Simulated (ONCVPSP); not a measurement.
Ranking ONCV potentials for scandium (Sc)

All share these settings but for the change named:

Sc, optimised norm-conserving Vanderbilt (ONCV), made with ONCVPSP 4.0.1 (PBE, fully relativistic). Core [Ne], reference 3s2 3p6 (charge +3). Waves: 3s: rc 1.30 bohr, ncon 5, nbas 8, qcut 7.8 1/bohr, 3 projectors, debl 3.3 Ha; 3p: rc 1.30 bohr, ncon 4, nbas 9, qcut 8.6 1/bohr, 2 projectors, debl 0.7 Ha; d scattering state at 0.06 Ha: rc 1.20 bohr, ncon 4, nbas 7, qcut 9.1 1/bohr, 2 projectors, debl 1.5 Ha; f scattering state at 0.14 Ha: rc 1.20 bohr, ncon 4, nbas 7, qcut 8.3 1/bohr, local. Local part: the f channel. Core correction: polynomial model core, fcfact 0.25.

Open shells are filled in proportion to 2j + 1.

In the p channel the program set the typed energies aside and used -2.367, 0.250 Ha (j = l + 1/2; the other j can differ). In the d channel the program set the typed energies aside and used 0.050, 1.550 Ha (j = l + 1/2; the other j can differ).

Cutoff: the first of the cutoffs (Ha) at which the residual kinetic energy of the hardest occupied pseudo-wave falls to 1 and 0.1 mHa per electron; the density cutoff is not measured.

The base gives 29 Ha.

Of 10 variants that were run, those that failed, showed a ghost or another fault, or gave nearly equal values are left out.

A variant can come out equal or close to the base.

Task: Rank these variants from softest to hardest (loose cutoff).
A. p: qcut 11
B. all radii but the core radius scaled by about 1.11 (s 1.44, p 1.44, d 1.34, f 1.34 bohr)
C. s: qcut 6; p: qcut 6.6; d: qcut 7; f: qcut 6.4
D. reference 3s2 3p6 3d1 4s1.75; waves 3s+4s: rc 1.30 bohr, ncon 5, nbas 8, qcut 7.8 1/bohr, 3 projectors, debl 3.3 Ha; 3d: rc 1.20 bohr, ncon 4, nbas 7, qcut 9.1 1/bohr, 2 projectors, debl 1.5 Ha

Result: B (26 Ha), A (31 Ha), D (44 Ha), C (80 Ha).
